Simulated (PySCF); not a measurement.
Job file and geometry (Å, from GFN2-xTB) of an NMR shielding run on SMILES C=C/C=C(\C)[CH2][AlH][Cl], C₆H₁₀AlCl, GIAO PBE0/pcSseg-1 NMR shielding, non-relativistic, gas phase in PySCF 2.14.0, density-fitted response routines; density fitting, a coarse starting grid and PySCF grid level 2 are the driver's defaults:

```
$ OMP_NUM_THREADS=1 python probes_run.py task.json out

{"job": {"kind": "nmr", "xc": "PBE0", "basis": "pcSseg-1"}, "charge": 0, "multiplicity": 1}
C     -3.022656     0.217802     1.322855
C     -2.077376     0.213052     0.385466
C     -0.757981    -0.325257     0.600195
C      0.246582    -0.401651    -0.288562
C      0.188631     0.118380    -1.690647
C      1.571848    -0.979193     0.074650
Al     2.743506     0.643325     0.268819
Cl     4.765570     0.660935     0.383873
H     -2.845511    -0.191356     2.304087
H     -4.001745     0.628196     1.145820
H     -2.300422     0.626235    -0.588369
H     -0.586434    -0.724013     1.593668
H     -0.676470     0.747317    -1.871639
H      1.096292     0.708135    -1.879517
H      0.176215    -0.705334    -2.404928
H      1.500748    -1.597914     0.976367
H      1.940569    -1.633522    -0.728371
H      2.029873     2.001181     0.384576
```

Q: Write the output of this run.

A: 
```
coarse grid: 15968 points
cycle   1  E = -936.5849517809  dE =  8.134e-01  |g| = 4.968e-01  |ddm| = 3.895e+00
cycle   2  E = -936.5786573276  dE =  6.294e-03  |g| = 5.348e-01  |ddm| = 1.135e+00
cycle   3  E = -936.6560923999  dE = -7.744e-02  |g| = 5.242e-02  |ddm| = 6.324e-01
cycle   4  E = -936.6563398089  dE = -2.474e-04  |g| = 4.411e-02  |ddm| = 8.917e-02
cycle   5  E = -936.6568268698  dE = -4.871e-04  |g| = 7.361e-03  |ddm| = 4.518e-02
cycle   6  E = -936.6568399864  dE = -1.312e-05  |g| = 2.947e-03  |ddm| = 1.088e-02
cycle   7  E = -936.6568420263  dE = -2.040e-06  |g| = 9.476e-04  |ddm| = 3.448e-03
final grid: 144608 points
cycle   8  E = -936.7017977368  dE = -4.153e-05  |g| = 7.850e-03  |ddm| = 4.006e-02
cycle   9  E = -936.7017949907  dE =  2.746e-06  |g| = 8.347e-03  |ddm| = 1.488e-02
cycle  10  E = -936.7018131889  dE = -1.820e-05  |g| = 9.618e-04  |ddm| = 7.942e-03
cycle  11  E = -936.7018133724  dE = -1.835e-07  |g| = 3.818e-04  |ddm| = 1.167e-03
cycle  12  E = -936.7018134100  dE = -3.762e-08  |g| = 7.998e-05  |ddm| = 4.310e-04
cycle  13  E = -936.7018134113  dE = -1.263e-09  |g| = 3.409e-05  |ddm| = 1.033e-04
cycle  14  E = -936.7018134116  dE = -2.794e-10  |g| = 1.040e-05  |ddm| = 4.131e-05
converged SCF energy = -936.7018134116

GIAO shielding tensors (ppm)
atom      isotropic    diamagn.    paramagn.     s11        s22        s33       span
  0 C       66.181     252.697    -186.516    -38.858     77.076    160.324    199.182
  1 C       46.468     255.678    -209.210    -71.942     47.166    164.180    236.122
  2 C       52.936     253.855    -200.919    -43.134     74.299    127.642    170.776
  3 C       43.436     263.364    -219.928    -56.479     26.918    159.869    216.348
  4 C      161.917     248.280     -86.362    143.169    160.058    182.525     39.356
  5 C      151.858     251.189     -99.331    128.941    144.433    182.199     53.258
  6 Al     324.869     795.134    -470.265    259.547    348.664    366.396    106.849
  7 Cl     860.443    1148.423    -287.980    665.679    951.697    963.952    298.272
  8 H       26.376      31.333      -4.958     23.407     25.376     30.345      6.938
  9 H       26.461      28.432      -1.971     24.005     25.340     30.039      6.034
 10 H       24.883      32.992      -8.109     21.621     22.810     30.219      8.597
 11 H       25.547      35.650     -10.103     22.562     23.500     30.579      8.017
 12 H       29.105      31.899      -2.794     23.989     28.585     34.742     10.754
 13 H       30.884      31.365      -0.480     26.950     30.726     34.976      8.027
 14 H       29.792      29.585       0.208     26.444     26.957     35.977      9.533
 15 H       29.822      31.574      -1.753     25.470     29.224     34.771      9.301
 16 H       29.987      30.572      -0.585     26.757     28.739     34.465      7.708
 17 H       27.142      29.587      -2.445     23.229     26.583     31.613      8.383
```

Size and cost of the density-fitted run: 200 basis functions, 67 s wall time on 1 thread of an Arm Neoverse N1, shared host; peak memory 0.9 GiB.
